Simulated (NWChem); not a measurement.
# SiHBrF2; SMILES F[SiH](F)Br

```xyz
5

Si     0.3722     0.9286     0.0000
F     -0.3000     1.5894    -1.2881
F     -0.3000     1.5894     1.2881
Br    -0.0344    -1.2414     0.0000
H      1.8192     1.1814     0.0000
```
Atoms are numbered in this order, from 1.

Level: B3LYP/6-31G* (spherical d) (NWChem), optimised geometry, unscaled harmonic frequencies. This build's default masses of Se (78.918 u) and Br (79.917 u) are each other's, which moves their modes by up to 0.6 %.

```json
[
 {"frequency (cm⁻¹)": "195", "IR intensity (km/mol)": "2.8"},
 {"frequency (cm⁻¹)": "234", "IR intensity (km/mol)": "5.4"},
 {"frequency (cm⁻¹)": "348", "IR intensity (km/mol)": "28.7"},
 {"frequency (cm⁻¹)": "459", "IR intensity (km/mol)": "88.9"},
 {"frequency (cm⁻¹)": "830", "IR intensity (km/mol)": "136.6"},
 {"frequency (cm⁻¹)": "850", "IR intensity (km/mol)": "12.6"},
 {"frequency (cm⁻¹)": "902", "IR intensity (km/mol)": "245.9"},
 {"frequency (cm⁻¹)": "1008", "IR intensity (km/mol)": "186.7"},
 {"frequency (cm⁻¹)": "2365", "IR intensity (km/mol)": "95.6"}
]
```

```
Property                                                                           Result
-----------------------------------------------------------------------  ----------------
zero-point energy                                                           10.3 kcal/mol
thermal correction to the enthalpy at 298.15 K (with zero-point energy)     13.9 kcal/mol
heat capacity Cv                                                         14.6 cal/(mol K)
entropy at 298.15 K and 1 atm (symmetry number 1)                        74.5 cal/(mol K)
dipole moment                                                                      1.27 D
```

Rigid rotor and harmonic oscillator.
